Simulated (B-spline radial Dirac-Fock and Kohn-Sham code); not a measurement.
**Elastic and transport cross sections of indium for electrons**

Model: relativistic (Dirac) partial waves in the static field of the Dirac-Fock atom with Furness-McCarthy exchange, without polarisation or absorption potentials. Program: an atomic code on a B-spline grid. Below a few hundred eV the neglected polarisation potential matters, most of all at small angles. σ_tr1 and σ_tr2 weight the cross section with 1 − P₁ and 1 − P₂ of cos θ; "backward" is the share scattered beyond 90°.

```tsv
energy (eV)	σ (a₀²)	σ_tr1 (a₀²)	σ_tr2 (a₀²)	σ/σ_tr1	backward (%)
50	32.0	22.8	21.6	1.40	39
60	30.6	20.7	19.8	1.47	37
77.8	25.9	14.8	15.1	1.75	27
80.7	25.3	14.0	14.5	1.81	25
100	22.4	10.3	12.2	2.17	17
105	21.9	9.74	11.8	2.25	15
122	20.9	8.43	11.0	2.48	12
125	20.7	8.27	10.9	2.51	12
129	20.6	8.09	10.7	2.54	11
147	19.9	7.49	10.1	2.66	11
150	19.8	7.42	10.0	2.67	11
166	?	?	?	?	?
197	18.5	6.67	8.48	2.78	13
200	18.4	6.63	8.39	2.78	13
266	16.8	5.91	6.51	2.84	15
300	16.0	5.56	5.76	2.87	16
373	14.5	4.87	4.58	2.98	16
423	13.7	4.45	4.02	3.07	16
500	12.6	3.89	3.40	3.24	15
503	12.6	3.87	3.38	3.25	15
510	12.5	3.83	3.33	3.27	15
```

Problem. Fill in the row for 166 eV.

Solution. σ = 19.4 a₀², σ_tr1 = 7.10 a₀², σ_tr2 = 9.50 a₀², σ/σ_tr1 = 2.73, backward 11 %. The ratio σ/σ_tr1 is roughly the number of elastic collisions that randomise the direction.

Values without a named source are computed, but for edge energies of neutral atoms, which are taken from tables.
